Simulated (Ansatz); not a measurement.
Reaction: C2H5B (SMILES BC=C) → C2H4B (SMILES [BH]C=C, doublet) + H (doublet) (the B-H bond breaks)
Each species at its own B3LYP-D3(BJ)/def2-TZVP minimum (Ansatz, a quantum-chemistry and plane-wave program).

Quantity: bond dissociation energy (electronic), in kJ/mol. UHF or UKS for unpaired electrons; spin-orbit terms are left out. CBS(X,Y): correlation extrapolated as X^-3, Hartree-Fock from the larger set. A bracket is a step between two methods taken in the basis named. Functionals run without relativity, which enters their misses. '+ core + X2C': CCSD(T) terms for core correlation (cc-pwCVTZ) and scalar relativity (cc-pVTZ-DK). Where a partner has so few electrons that a lower coupled-cluster level is exact, that level stands in. The restricted determinant of C2H5B (BC=C, singlet) is unstable towards broken spin symmetry in at least one set run. The UHF reference of C2H4B ([BH]C=C, doublet) is spin-contaminated (<S^2> up to 0.17 over the pure value in the sets run).

CCSD(T)/CBS(cc-pVTZ,cc-pVQZ) + [CCSDT(Q) - CCSD(T)]/cc-pVDZ + core + X2C (Ansatz) gives 464.3 kJ/mol.

**Question.** What does PBE/def2-TZVPD (Ansatz) give here, and how do the other levels compare?

**Answer.** PBE gives 427.9 kJ/mol, 36.4 kJ/mol below it. Differences of the others: B3LYP/def2-TZVPD (Ansatz) -17.4; PBE0/def2-TZVPD (Ansatz) -29.6; wB97M-V/def2-TZVPD (Ansatz) -7.7; CCSD(T)/CBS(cc-pVTZ,cc-pVQZ) + core + X2C (Ansatz) 1.5 kJ/mol.
